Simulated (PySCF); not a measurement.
## Working with the constants of SrSe

RHF-CCSD(T) constants of SrSe, ¹Σ⁺ (singlet), closed shell (PySCF, scalar-relativistic core potentials, basis sets Sr def2-SVP with ECP28, Se def2-SVP; masses 87.9056 and 79.9165 u):

| Property | Result |
| --- | --- |
| ωe | 251.2 cm⁻¹ |
| ωexe | 0.618 cm⁻¹ |
| Be | 0.057222 cm⁻¹ |
| αe | 0.000185 cm⁻¹ |
| D (centrifugal) | 1.19e-08 cm⁻¹ |
| De to Sr + Se | 2.39 eV |

Q: Give the vibrational terms G(v) and spacings up to v = 3.

A: G(v) = ωe(v+½) − ωexe(v+½)².

```json
{"v": "0", "G(v) (cm⁻¹)": "125", "G(v) − G(v−1)": "", "Bv (cm⁻¹)": "0.05713"}
{"v": "1", "G(v) (cm⁻¹)": "375", "G(v) − G(v−1)": "250", "Bv (cm⁻¹)": "0.05694"}
{"v": "2", "G(v) (cm⁻¹)": "624", "G(v) − G(v−1)": "249", "Bv (cm⁻¹)": "0.05676"}
{"v": "3", "G(v) (cm⁻¹)": "872", "G(v) − G(v−1)": "247", "Bv (cm⁻¹)": "0.05657"}
```

A state of this spin cannot dissociate to the ground-state fragments, so its own limit lies higher than the one that De refers to.

Correlated steps freeze 9 core orbitals. Correlated levels converge slowly with the basis: in double zeta they bind strong bonds too weakly, by up to about 1 eV, and carry superposition errors of some tenths. Where the molecule has an RHF reference, its open-shell atoms are computed with UHF. The CCSD T1 diagnostic is raised, a sign that a single reference may not be enough here.
